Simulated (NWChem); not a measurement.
## Correlation energy of Zn

```
Zn
```
Charge 0, spin multiplicity 1.

All runs are NWChem calculations.

Basis set: def2-TZVP. Each correlation energy counts from its own Hartree-Fock reference.

The correlated methods keep 9 core orbitals frozen. Coupled-cluster values serve here as a point of comparison, not as the truth.

| method | correlation energy (mHa) |
|---|---|
| CR-CCSD(T) | [?] |
| MP2 | -403.7 |
| CCSD+T(CCSD) | -385.6 |
| CCSD | -375.3 |
| CR-CCSD[T] | -383.5 |
| SCS-MP2 | [?] |
| CCSD(T) | -384.2 |

Q: Fill in the missing entries.

A: 
- CR-CCSD(T), correlation energy (mHa): -382.4
- SCS-MP2, correlation energy (mHa): -359.8
